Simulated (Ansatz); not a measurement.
An input meant for VO₄F₂H₈, that is trans-[VF2(H2O)4]+ with one electron more (charge 0, doublet; atoms displaced at random, 0.08 Å in each coordinate).

```yaml
crystal:
  periodic: [false, false, false]
  atoms:
    - {symbol: V, position_ang: [-0.105273, -0.069059, -0.113763]}
    - {symbol: F, position_ang: [-0.026484, -0.036043, 1.782988]}
    - {symbol: F, position_ang: [-0.056434, 0.106997, -1.908740]}
    - {symbol: O, position_ang: [2.067674, -0.075051, -0.049431]}
    - {symbol: H, position_ang: [2.474238, -0.444342, -0.706551]}
    - {symbol: H, position_ang: [2.386112, -0.431219, 0.822205]}
    - {symbol: O, position_ang: [-2.070695, -0.052352, -0.067742]}
    - {symbol: H, position_ang: [-2.575289, 0.520522, -0.775037]}
    - {symbol: H, position_ang: [-2.472774, 0.402023, 0.799187]}
    - {symbol: O, position_ang: [-0.018649, 2.083920, 0.027162]}
    - {symbol: H, position_ang: [0.353200, 2.452622, -0.835814]}
    - {symbol: H, position_ang: [0.255988, 2.555218, 0.719750]}
    - {symbol: O, position_ang: [-0.021328, -2.150353, 0.056214]}
    - {symbol: H, position_ang: [-0.419354, -2.575222, -0.807281]}
    - {symbol: H, position_ang: [-0.373392, -2.569523, 0.899642]}
basis:
  gaussian: {orbitals: def2-SVP}
magnetization: {spin_polarized: true, initial_magnetization: 1}
hamiltonian: {xc: {name: wB97}}
outputs: {forces: true}
output: {forces: true}
```

```sh
$ ansatz run in.yaml --threads 4 --pin off --events-out ev --progress --plain --max-ram 8704MiB
```

It prints (some lines left out):

```
Error: YAML parse error: error: line 23 column 1: unknown field `outputs`, expected one of crystal, accuracy, basis, kpoints, hamiltonian, magnetization, projection, total_charge, correlation, batch, efield, external_charges, scf, relax, neb, saddle, md, ramp, phonons, dielectric, real_time, elastic, magnetic_configurations, gw, evaluate, workflow, output, checkpoint, execution
21 | magnetization: {spin_polarized: true, initial_magnetization: 1}
22 | hamiltonian: {xc: {name: wB97}}
23 | outputs: {forces: true}
24 | output: {forces: true}
```

Task: What is wrong with this run?

Result: The input holds a key that doesn't belong there. The input was rejected before any iteration.
